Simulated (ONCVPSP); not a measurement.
# Transferability test, ONCV potential for P (Z = 15)

ONCVPSP 4.0.1 input, shortened (lines: element, Z, core and valence counts, functional; n l f; lmax; l rc ep ncon nbas qcut; lloc lpopt rc5 dvloc0; l nproj debl; icmod fcfact rcfact), PBE, scalar-relativistic:

```
  P 15.00    1    4        4      upf
    1    0    2.00
    2    0    2.00
    2    1    6.00
    3    0    2.00
    3    1    2.00
    1
    0    1.00    0.00    5    9   14.00
    1    0.75    0.00    4    7   20.80
    4    5    0.75    0.00
    0    2    1.80
    1    2    2.10
    0    0.00    0.00
```

Energies are relative to the spin-unpolarised reference configuration 2s2 2p6 3s2 3p2; without spin polarisation the order of configurations can differ from experiment.

```
valence configuration  charge  ΔE all-electron (eV)  error AE − PS (meV)
      2s2 2p6 3s2 3p3       0                -9.730                 +0.1
      2s2 2p6 3s2 3p0      +3                48.886                 +4.8
```

(1) What are ΔE and the potential's error for 2s2 2p5 3s2 3p3?

(2) What are ΔE and the potential's error for 2s2 2p6 3s2 3p1?

Levels in the configuration 2s2 2p6 3s2 3p0:

```tsv
level	all-electron (eV)	pseudo (eV)
2s	-212.394	-212.409
2p	-163.022	-162.951
3s	-45.613	-45.613
```

Answers

(1) ΔE = 130.591 eV all-electron; the error (AE − PS) is +233 meV.

(2) ΔE = 19.147 eV all-electron; the error (AE − PS) is +0.8 meV.
